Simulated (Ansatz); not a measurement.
Ideal-gas functions of `[OH][Al]([Cl])[Br]` at 400 K and 1 bar, from an Ansatz frequency run at PBE0-D4/def2-TZVP.

Molar mass 159.35 g/mol, point group Cs (symmetry number 1), electronic degeneracy 1, moments of inertia 117.919, 373.624, 491.543 u Å². Harmonic wavenumbers (cm⁻¹, unscaled): 127, 180, 219, 358, 361, 564, 655, 906, 3955.

Use S(trans) = R[1.5 ln M + 2.5 ln T − 1.1517]; rotational temperatures θ = 24.2544 K / I; S(rot) = R[ln(√π/σ · √(T³/θAθBθC)) + 1.5]; for each mode x = 1.438777 ν̃/T, S = R[x/(eˣ − 1) − ln(1 − e⁻ˣ)] and H = RT x/(eˣ − 1); 1 cm⁻¹ = 0.0119627 kJ/mol; R = 8.31446 J/(mol·K).

Task: By hand: the entropy, in J/(mol·K).

Result: Translation 178.2. Rotation: θ = 0.2057, 0.0649, 0.0493 K, giving 122.4. Vibration, mode by mode: 14.90, 12.07, 10.51, 6.76, 6.70, 3.73, 2.88, 1.41, 0.00, in all 59.0. Electronic 0.0. Sum 359.6 J/(mol·K).

Task: By hand: H − E and G − E in kJ/mol, counted from the electronic energy.

Result: Zero-point energy ½ × 7325 × 0.0119627 = 43.8; thermal vibration 12.7; translation, rotation and pV give 4 RT = 13.3. H − E = 69.8 kJ/mol, and G − E = 69.8 − 400 × 359.6/1000 = -74.0 kJ/mol.

Vibration gives 16 % of the entropy, 14.9 J/(mol·K) of it from the mode under 150 cm⁻¹: soft modes count most, and the harmonic formula is weakest for them. The sum counts one conformer and one mirror image; others add a mixing term.
